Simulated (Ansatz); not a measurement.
Ligand-field states of fac-[CrF3(NH3)3]- (CrN3F3H9⁻) at its PBE0-D4/def2-SVPD geometry (relaxed as a triplet).

```
atom   x (Å)   y (Å)   z (Å)
 Cr1  -0.483  -0.610  -0.088
  F2  -1.179  -1.443   1.432
  N3   0.387   0.439  -1.691
  H4  -0.414   0.737  -2.248
  H5   0.904  -0.276  -2.205
  H6   0.995   1.237  -1.497
  F7  -2.080  -0.373  -1.026
  N8   1.352  -0.706   0.937
  H9   1.863  -1.445   0.452
 H10   1.096  -1.033   1.869
 H11   1.932   0.132   1.007
 F12   0.132  -2.133  -0.977
 N13  -1.020   1.176   0.886
 H14  -1.848   1.486   0.377
 H15  -0.342   1.938   0.950
 H16  -1.295   0.874   1.821
```

CASSCF(4,5) on the Cr 3d shell in def2-SVP, averaged with equal weights over 5 quintets and 12 triplets and 6 singlets, then SC-NEVPT2; Ansatz, no spin–orbit coupling. The space holds no ligand orbitals and no second d shell, so covalent complexes are described poorly. NEVPT2 shifts the excited states by 0.0 to 3.7 eV; shifts past about 1.5 eV mark a space that is too small, and such energies aren't to be trusted.

Problem. Estimate the states' energies above the lowest.

Solution. 
```tsv
state	CASSCF (eV)	NEVPT2 (eV)
quintet 1	0.00	0.00
quintet 2	2.04	2.28
quintet 3	3.10	3.03
quintet 4	3.23	3.16
quintet 5	3.81	0.08
triplet 1	0.00	0.00
triplet 2	2.06	2.29
triplet 3	2.41	2.21
triplet 4	2.51	2.33
triplet 5	2.55	2.32
triplet 6	2.61	2.41
triplet 7	2.64	2.42
triplet 8	3.12	3.09
triplet 9	3.24	3.17
triplet 10	3.68	3.42
triplet 11	3.73	3.45
triplet 12	3.89	3.64
singlet 1	2.41	2.21
singlet 2	2.52	2.33
singlet 3	2.55	2.33
singlet 4	2.61	2.40
singlet 5	2.64	2.42
singlet 6	3.69	3.43
```
The lowest NEVPT2 state is a triplet. It took 82 s on 4 threads of Arm Neoverse V1 on a shared host, peak host memory 1.4 GiB.
